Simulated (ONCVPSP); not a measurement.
## lithium ONCV: all-electron and pseudo phase curves

- Element: lithium
- Generator: ONCVPSP 4.0.1
- Type: optimised norm-conserving Vanderbilt (ONCV)
- Functional: PBE
- Relativity: scalar-relativistic
- Frozen core: [He]
- Valence charge: 1
- Reference configuration: 2s1
- Partial waves: 2s: rc 3.30 bohr, ncon 3, nbas 6, qcut 2.4 1/bohr, 2 projectors, debl 1.1 Ha; p scattering state at 0.35 Ha: rc 2.50 bohr, ncon 4, nbas 9, qcut 3.2 1/bohr, 1 projector
- Local potential: polynomial inside 1.85 bohr (lpopt 2, dvloc0 0 Ha)
- Core correction: Teter function, fcfact 5.75, rcfact 1.8

The phase is arctan(r·R′/R) of the radial function R(r), unwrapped; energies in Ha, scanned from -2 to 5 Ha. A pole is an energy at which the radial function vanishes at the test radius. The pseudo phase is shifted by a multiple of π to meet the all-electron one at the reference energy, and phase errors are pseudo minus all-electron; the curves can meet again beyond the range given. Levels narrower than the energy grid can be missing from the lists of poles. Where the grid stepped over a known ghost or core level, its pole and its step of π were put in at the level’s energy.

Problem. For each channel, where are the poles, and over which energies does the pseudopotential scatter like the atom?

Solution.

```
channel  radius (bohr)  reference energy (Ha)  poles, all-electron     poles, pseudo  unbroken range about the reference energy with phases within 0.05 rad  phase error 1 Ha above the reference energy (rad)
      s           3.36                  -0.11    -1.91, 0.32, 2.15  0.31, 1.97, 3.30                                                            -1.9 to 2.1                                             -0.001
      p           2.53                   0.35           0.74, 3.41        0.75, 3.87                                                              below 1.2                                             +0.091
```

Phases in the p channel:

| E (Ha) | all-electron | pseudo |
| --- | --- | --- |
| -1.98 | 1.317 | 1.317 |
| -1.62 | 1.282 | 1.282 |
| -1.26 | 1.228 | 1.228 |
| -0.90 | 1.134 | 1.136 |
| -0.54 | 0.927 | 0.932 |
| -0.18 | 0.220 | 0.233 |
| 0.18 | -1.037 | -1.036 |
| 0.54 | -1.454 | -1.453 |
| 0.90 | -1.655 | -1.645 |
| 1.26 | -1.897 | -1.840 |
| 1.62 | -2.801 | -2.321 |
| 1.98 | -4.202 | -3.799 |
| 2.34 | -4.489 | -4.357 |
| 2.70 | -4.598 | -4.522 |
| 3.06 | -4.664 | -4.604 |
| 3.42 | -4.714 | -4.659 |
| 3.78 | -4.763 | -4.703 |
| 4.14 | -4.821 | -4.744 |
| 4.50 | -4.916 | -4.792 |
| 4.86 | -5.163 | -4.862 |
